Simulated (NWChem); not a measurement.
System: MoHO₃Cl; SMILES [O]=[Mo](=[O])([OH])[Cl]

NWChem printed, in part:

```
             Northwest Computational Chemistry Package (NWChem) 7.3.0
             --------------------------------------------------------

 C1  symmetry detected

                             Geometry "geometry" -> ""
                             -------------------------

 Output coordinates in angstroms (scale by  1.889725989 to convert to a.u.)

  No.       Tag          Charge          X              Y              Z
 ---- ---------------- ---------- -------------- -------------- --------------
    1 Mo                  42.0000     0.05565749    -0.27515615    -0.00539868
    2 O                    8.0000     0.99566339    -0.78083232    -1.28475409
    3 O                    8.0000     0.80385746    -0.77159605     1.39863121
    4 Cl                  17.0000    -0.09459804     1.99104951    -0.00669226
    5 O                    8.0000    -1.62486097    -1.04906282    -0.14158798
    6 H                    1.0000    -2.12672676    -1.47935396     0.56219978

 Effective nuclear repulsion energy (a.u.)     595.1340931637

                                 NWChem DFT Module
                                 -----------------

 Summary of "ao basis" -> "ao basis" (spherical)
 ------------------------------------------------------------------------------
       Tag                 Description            Shells   Functions and Types
 ---------------- ------------------------------  ------  ---------------------
 Mo                         def2-svp                11       31   5s3p2d1f
 O                          def2-svp                 6       14   3s2p1d
 Cl                         def2-svp                 8       18   4s3p1d
 H                          def2-svp                 3        5   2s1p

            General Information
            -------------------
          SCF calculation type: DFT
          Wavefunction type:  closed shell.
          No. of atoms     :     6
          No. of electrons :    56
           Alpha electrons :    28
            Beta electrons :    28
          Charge           :     0
          Spin multiplicity:     1
          Use of symmetry is: off; symmetry adaption is: off
          Maximum number of iterations: 150
          AO basis - number of functions:    96
                     number of shells:    40
          Convergence on energy requested:  1.00D-06
          Convergence on density requested:  1.00D-05
          Convergence on gradient requested:  5.00D-04

              XC Information
              --------------
                        MPW1K Method XC Functional
                     Hartree-Fock (Exact) Exchange  0.428
                        mPW91  Exchange Functional  0.572
                Perdew 1991 Correlation Functional  1.000 non-local
            Perdew 1991 LDA Correlation Functional  1.000 local

             Grid Information
             ----------------
          Grid used for XC integration:  medium
          Radial quadrature: Mura-Knowles
          Angular quadrature: Lebedev.
          Tag              B.-S. Rad. Rad. Pts. Rad. Cut. Ang. Pts.
          ---              ---------- --------- --------- ---------
          Mo                  1.45      123           9.0       590
          O                   0.60       49          10.0       434
          Cl                  1.00       88          11.0       590
          H                   0.35       45          10.0       434
          Grid pruning is: on
          Number of quadrature shells:   403
          Spatial weights used:  Erf1

      Superposition of Atomic Density Guess
      -------------------------------------

 Sum of atomic energies:        -761.18824776

      Non-variational initial energy
      ------------------------------

 Total energy =    -751.564357
 1-e energy   =   -1600.828400
 2-e energy   =     576.995009
 HOMO         =      -0.454813
 LUMO         =      -0.032947

     ---------------------------------------------
      Total Density - Mulliken Population Analysis
     ---------------------------------------------

    Atom       Charge   Shell Charges
 -----------   ------   -------------------------------------------------------
    1 Mo  14    10.92  -0.39  1.55  0.87  0.22  0.04  5.95  0.26  0.10  1.90  0.31  0.09
    2 O    8     9.08   1.99  1.16  0.75  3.18  1.99  0.01
    3 O    8     9.07   1.99  1.16  0.75  3.17  1.98  0.01
    4 Cl  17    17.45   2.00  1.99  1.23  0.72  5.94  2.17  3.39  0.01
    5 O    8     8.85   1.99  1.10  0.67  3.10  1.98  0.00
    6 H    1     0.63   0.51  0.06  0.06

   convergence    iter        energy       DeltaE   RMS-Dens  Diis-err
 ---------------- ----- ----------------- --------- --------- ---------
 d= 0,ls=0.0,diis     1   -753.8673733568 -1.03D+03  4.74D-02  4.52D+00
 d= 0,ls=0.0,diis     2   -748.2154264681  5.65D+00  3.70D-02  5.57D+01
 d= 0,ls=0.0,diis     3   -754.3397937181 -6.12D+00  6.93D-03  7.26D-01
 d= 0,ls=0.0,diis     4   -754.3909999650 -5.12D-02  2.46D-03  2.64D-01
 d= 0,ls=0.0,diis     5   -754.4158444391 -2.48D-02  7.95D-04  1.28D-02
  Resetting Diis
 d= 0,ls=0.0,diis     6   -754.4165281622 -6.84D-04  3.99D-04  6.38D-03
 d= 0,ls=0.0,diis     7   -754.4171419120 -6.14D-04  3.34D-04  3.65D-04
 d= 0,ls=0.0,diis     8   -754.4169776429  1.64D-04  2.32D-04  2.02D-03
 d= 0,ls=0.0,diis     9   -754.4171780410 -2.00D-04  4.24D-05  4.15D-05
 d= 0,ls=0.0,diis    10   -754.4171825694 -4.53D-06  7.79D-06  7.27D-07
 d= 0,ls=0.0,diis    11   -754.4171826233 -5.39D-08  5.11D-06  5.11D-07

         Total DFT energy =     -754.417182623328
      One electron energy =    -1603.716127401959
           Coulomb energy =      639.053097599296
    Exchange-Corr. energy =      -62.023186299526
 Nuclear repulsion energy =      272.269033478860

 Numeric. integr. density =       55.999998490072

                       DFT Final Molecular Orbital Analysis
                       ------------------------------------

 Vector   26  Occ=2.000000D+00  E=-4.068359D-01
              MO Center=  5.9D-01, -1.2D-01, -9.5D-02, r^2= 3.7D+00
   Bfn.  Coefficient  Atom+Function         Bfn.  Coefficient  Atom+Function
  ----- ------------  ---------------      ----- ------------  ---------------
    35      0.380295  2 O  px                49     -0.343980  3 O  px
    72      0.301155  4 Cl pz                38      0.274911  2 O  px
    52     -0.250916  3 O  px                69      0.228335  4 Cl pz
     8     -0.179798  1 Mo pz                37      0.142965  2 O  pz
    66      0.132092  4 Cl pz                50      0.114670  3 O  py

 Vector   27  Occ=2.000000D+00  E=-3.998183D-01
              MO Center= -3.9D-02,  1.3D+00,  1.3D-02, r^2= 3.0D+00
   Bfn.  Coefficient  Atom+Function         Bfn.  Coefficient  Atom+Function
  ----- ------------  ---------------      ----- ------------  ---------------
    70      0.550623  4 Cl px                67      0.407663  4 Cl px
    64      0.236158  4 Cl px                82      0.154632  5 O  py
    50     -0.152178  3 O  py                85      0.133026  5 O  py
    35     -0.122496  2 O  px                53     -0.119585  3 O  py
    36     -0.117210  2 O  py                51     -0.112624  3 O  pz

 Vector   28  Occ=2.000000D+00  E=-3.952138D-01
              MO Center=  2.8D-01,  9.1D-01, -4.5D-02, r^2= 3.6D+00
   Bfn.  Coefficient  Atom+Function         Bfn.  Coefficient  Atom+Function
  ----- ------------  ---------------      ----- ------------  ---------------
    72      0.505317  4 Cl pz                69      0.372384  4 Cl pz
    36      0.236666  2 O  py                66      0.215489  4 Cl pz
    50     -0.195584  3 O  py                39      0.182702  2 O  py
    37     -0.158535  2 O  pz                53     -0.151524  3 O  py
    49      0.150048  3 O  px                40     -0.119399  2 O  pz

 Vector   29  Occ=0.000000D+00  E=-9.281316D-02
              MO Center= -3.2D-02, -2.0D-01, -1.2D-02, r^2= 2.2D+00
   Bfn.  Coefficient  Atom+Function         Bfn.  Coefficient  Atom+Function
  ----- ------------  ---------------      ----- ------------  ---------------
    15      0.678710  1 Mo d -2              19     -0.419756  1 Mo d  2
    70     -0.229176  4 Cl px                37      0.181978  2 O  pz
     6     -0.171780  1 Mo px                51     -0.172450  3 O  pz
    82      0.170936  5 O  py                85      0.167440  5 O  py
     9      0.165685  1 Mo px                81     -0.159663  5 O  px

 Vector   30  Occ=0.000000D+00  E=-8.051042D-02
              MO Center=  2.2D-01, -3.5D-01,  1.3D-01, r^2= 2.0D+00
   Bfn.  Coefficient  Atom+Function         Bfn.  Coefficient  Atom+Function
  ----- ------------  ---------------      ----- ------------  ---------------
    16      0.728837  1 Mo d -1              18     -0.402609  1 Mo d  1
    50     -0.276894  3 O  py                53     -0.273373  3 O  py
    36      0.198074  2 O  py                39      0.192242  2 O  py
    72     -0.157763  4 Cl pz                49     -0.152368  3 O  px
    52     -0.142113  3 O  px                93      0.136700  6 H  s

 Vector   31  Occ=0.000000D+00  E=-5.317594D-02
              MO Center=  1.2D-01, -1.6D-01, -8.3D-02, r^2= 2.5D+00
   Bfn.  Coefficient  Atom+Function         Bfn.  Coefficient  Atom+Function
  ----- ------------  ---------------      ----- ------------  ---------------
    19      0.702347  1 Mo d  2              71     -0.384042  4 Cl py
    15      0.381365  1 Mo d -2              63      0.273264  4 Cl s
    39     -0.252112  2 O  py                36     -0.249644  2 O  py
    17      0.229702  1 Mo d  0              24      0.215267  1 Mo d  2
     4     -0.206532  1 Mo s                 80     -0.194369  5 O  s

     ---------------------------------------------
      Total Density - Mulliken Population Analysis
     ---------------------------------------------

[...]
```

Level: MPW1K/def2-SVP with def2 effective core potentials on Mo. Geometry: optimised at PBE0/def2-SVP. def2 effective core potentials on Mo; no spin-orbit coupling.

**Question.** Which NWChem input produces such a log?

**Answer.** Several could match; the one computed here: the input that was run:
```
start job
memory heap 200 mb stack 900 mb global 1100 mb
geometry units angstroms noautoz
  Mo     0.055064    -0.323297    -0.048604
  O      0.977272    -0.764168    -1.364368
  O      0.831083    -0.873934     1.319661
  Cl    -0.113732     1.939369     0.051979
  O     -1.621139    -1.105472    -0.190615
  H     -2.107419    -1.570572     0.501881
end
basis spherical
  Mo library def2-svp
  O library def2-svp
  Cl library def2-svp
  H library def2-svp
end
ecp
  Mo library def2-ecp
end
dft
  xc mpw1k
  iterations 150
  mulliken
end
task dft energy
```
